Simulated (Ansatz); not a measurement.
Species: C$_{2}$H$_{5}$NS, SMILES `CC(N)=S` (charge 0, multiplicity 1), formula C2H5NS.

**Question.** How many basis functions does frozen-core CCSD(T)/cc-pVTZ // r2SCAN-D4/def2-TZVP (Ansatz, an electronic-structure program) use, how many core orbitals are frozen, and how many electrons are correlated?

**Answer.** 194 basis functions and 8 frozen orbitals, which leaves 24 correlated electrons. Core time is of the order of minutes.
